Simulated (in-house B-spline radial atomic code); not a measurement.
**Response and correlation of Ti10+**

Closed shell [Ne] 3s2. Computed with an all-electron radial atomic-structure program (B-spline basis): Dirac-Hartree-Fock, relativistic RPA (time-dependent Dirac-Hartree-Fock) for the response and second-order many-body perturbation theory for correlation, no-pair Dirac-Coulomb Hamiltonian, finite nucleus.

```csv
"multipole (bohr³, bohr⁵, bohr⁷)",uncoupled,coupled RPA
dipole,0.60872,0.73094
quadrupole,0.2198,?
octupole,0.16198,0.17904
```

Task: What is the coupled quadrupole polarisability?

Result: 0.26828 atomic units, +22 % against the uncoupled value.

Task: Which subshells carry the dipole polarisability?

Result: 3s1/2 100.2 %, 2p3/2 -0.1 %, 2p1/2 -0.1 %.

Task: What does the dipole shielding factor come to?

Result: The dipole shielding factor is 0.545, against the exact N/Z = 12/22 = 0.545 of the non-relativistic theorem.

Dipole polarisability at imaginary frequency:

| u (Eh) | α(iu) (bohr³) |
| --- | --- |
| 0 | 0.7309 |
| 0.73 | 0.5333 |
| 1.82 | 0.233 |
| 3.65 | 0.09069 |
| 5.47 | 0.05273 |
| 7.3 | 0.03675 |
| 10.9 | 0.02303 |
| 14.6 | 0.01655 |
| 18.2 | 0.01282 |
| 25.5 | 0.00843 |
| 36.5 | 0.005111 |
| 54.7 | 0.002713 |
| 73 | 0.001664 |
| 109 | 0.0008148 |
| 182 | 0.0003153 |
| 365 | 8.394e-05 |

Task: What dispersion coefficients follow for two such ions (the dispersion part alone)?

Result: C6 = (3/π)∫α(iu)²du = 0.5034 hartree·bohr⁶ and C8 = 1.31 hartree·bohr⁸.

Lowest J = 1 odd-parity excitations:

| energy (eV) | oscillator strength | leading channel | weight |
| --- | --- | --- | --- |
| 18.863 | 0.00072 | 3s1/2 → p1/2 | 0.703 |
| 31.733 | 0.949 | 3s1/2 → p3/2 | 0.702 |
| 139.25 | 0.00772 | 3s1/2 → p1/2 | 0.793 |
| 140.52 | 0.313 | 3s1/2 → p3/2 | 0.793 |
| 187.03 | 0.00397 | 3s1/2 → p1/2 | 0.823 |
| 187.51 | 0.106 | 3s1/2 → p3/2 | 0.823 |
| 212.84 | 0.00273 | 3s1/2 → p1/2 | 0.838 |
| 213.14 | 0.0607 | 3s1/2 → p3/2 | 0.838 |

Second-order correlation energy by the highest angular momentum of the excited pair (hartree): s -0.0188, p -0.1858, d -0.2084, f -0.05404, g -0.02044, h -0.007812, i -0.003616, k -0.001893.

Task: What is the second-order correlation energy at the partial-wave limit?

Result: The listed waves sum to -0.50075 hartree; extrapolating the increments as (l + 1/2)⁻⁴ gives -0.50462 hartree, -1.14 eV per electron.
